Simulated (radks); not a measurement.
Question: Coherent X-ray form factor from a spherical all-electron density. Calculated with a radial shooting solver on a logarithmic mesh with Libxc functionals: scalar-relativistic Kohn-Sham, PBE, spin-polarised, spherical densities, finite nucleus; Fermi nuclear charge, rms radius of each element as measured or else 0.836 A^(1/3) + 0.57 fm.

| sin(theta)/lambda (1/angstrom) | f0 (electrons) |
|---|---|
| 0.05 | 77.381 |
| 0.1 | 75.605 |
| 0.15 | 72.887 |
| 0.2 | 69.522 |
| 0.25 | 65.816 |
| 0.3 | 62.031 |
| 0.4 | 54.914 |
| 0.5 | 48.886 |
| 0.6 | 43.941 |
| 0.8 | 36.259 |
| 1 | 30.229 |
| 1.25 | 24.266 |
| 1.5 | 19.981 |
| 2 | 15.240 |

The species is in the configuration that NIST lists as its ground one. Which atom or ion scatters so?

Answer: The lead ion Pb4+, [Xe] 4f14 5d10. Extrapolating in s^2 from the first two rows gives f0(0) = 78.0, near the electron count 78; among species with that count, the fall with angle is slower the higher Z, and the table is that of Z = 82; from so few rows the species is fixed only to a neighbour or two.
